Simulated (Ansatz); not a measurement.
Species: SnI, net charge 0, doublet state. SMILES: [I][Sn]
Geometry: optimised at B3LYP-D3(BJ)/def2-TZVP (Ansatz, a first-principles code).

Quantity: vertical electron affinity (to the triplet state of charge -1; a negative value means that the extra electron is unbound and the number depends on the basis; each state is the SCF solution reached for its spin), in eV. Correlated levels leave the core frozen unless marked. Open shells are spin-unrestricted. No spin-orbit coupling. The frozen core is the preceding noble-gas configuration, with the filled d and f shells of earlier blocks. In def2 rows, elements after Kr have scalar-relativistic effective core potentials. Anions need diffuse functions: def2-D sets add few. Basis-set limits of correlation are two-point, X^-3; Hartree-Fock from the larger set.

```tsv
level	program	vertical electron affinity (eV)
SVWN5/def2-TZVPD	Ansatz	1.60
PBE/def2-TZVPD	Ansatz	1.47
r2SCAN/def2-TZVPD	Ansatz	1.63
PBE0/def2-TZVPD	Ansatz	1.57
BHLYP/def2-TZVPD	Ansatz	1.46
CAM-B3LYP/def2-TZVPD	Ansatz	1.55
wB97X/def2-TZVPD	Ansatz	1.42
CCSD/def2-TZVPPD	Ansatz	1.50
CCSD/def2-QZVPPD	Ansatz	1.55
CCSD/CBS(def2-TZVPPD,def2-QZVPPD)	Ansatz	1.59
CCSD(T)/def2-SVPD	Ansatz	1.38
CCSD(T)/def2-TZVPPD	Ansatz	1.51
CCSD(T)/def2-QZVPPD	Ansatz	1.57
CCSD(T)/CBS(def2-TZVPPD,def2-QZVPPD)	Ansatz	1.61
```
